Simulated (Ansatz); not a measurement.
Ge4S4Cl8⁺, that is cyclo-(Cl2GeS)4 with one electron fewer, relaxed as a doublet with UKS PBE-D4/def2-SVP in Ansatz, starting from the PBE-D4/def2-SVP geometry of the neutral singlet. Force threshold 0.03 eV/Å.

Start:

| atom | x (Å) | y (Å) | z (Å) |
| --- | --- | --- | --- |
| Ge1 | -2.233 | -0.342 | 1.142 |
| Cl2 | -4.031 | -0.160 | 2.320 |
| Cl3 | -1.263 | -2.206 | 1.640 |
| S4 | -3.026 | -0.343 | -0.953 |
| Ge5 | -1.169 | -0.496 | -2.194 |
| Cl6 | -1.951 | -0.468 | -4.205 |
| Cl7 | -0.132 | -2.365 | -1.880 |
| S8 | 0.160 | 1.292 | -1.972 |
| Ge9 | 2.089 | 0.468 | -1.193 |
| Cl10 | 3.091 | -0.818 | -2.604 |
| Cl11 | 3.254 | 2.268 | -0.952 |
| S12 | 2.003 | -0.765 | 0.672 |
| Ge13 | 1.027 | 0.611 | 2.142 |
| Cl14 | 0.982 | -0.539 | 3.965 |
| Cl15 | 2.167 | 2.409 | 2.491 |
| S16 | -0.968 | 1.453 | 1.580 |

Question: Estimate the energy that the relaxation releases and the steps that it takes.

Answer: 57.5 kJ/mol, in 9 steps; 70 s on 2 threads of AMD EPYC 7R13 on a shared host and a share (18 GiB) of an NVIDIA H100 80GB HBM3. No frequencies were taken in this run, so the end may be a saddle point.

Question: Does the start keep its bonding and symmetry?

Answer: By distances, no bond broke or formed. The bond that changes most is Ge13–S16, from 2.24 to 2.32 Å (atoms count from 1). Point group Cs at the start, Cs at the end, both within 0.05 Å.

Question: Predict the relaxed structure.

Answer: 
| atom | x (Å) | y (Å) | z (Å) |
| --- | --- | --- | --- |
| Ge1 | -2.276 | -0.454 | 1.071 |
| Cl2 | -3.821 | 0.007 | 2.461 |
| Cl3 | -1.248 | -2.260 | 1.584 |
| S4 | -3.147 | -0.443 | -0.987 |
| Ge5 | -1.245 | -0.599 | -2.148 |
| Cl6 | -1.681 | -0.294 | -4.209 |
| Cl7 | -0.159 | -2.413 | -1.816 |
| S8 | 0.024 | 1.244 | -1.533 |
| Ge9 | 2.166 | 0.457 | -1.109 |
| Cl10 | 2.820 | -0.713 | -2.767 |
| Cl11 | 3.253 | 2.288 | -0.958 |
| S12 | 2.178 | -0.811 | 0.731 |
| Ge13 | 1.135 | 0.600 | 2.116 |
| Cl14 | 0.683 | -0.414 | 3.935 |
| Cl15 | 2.155 | 2.442 | 2.470 |
| S16 | -0.837 | 1.363 | 1.159 |
Bond lengths: 8 × Cl–Ge 2.13 to 2.14 Å; 8 × Ge–S 2.23 to 2.32 Å.
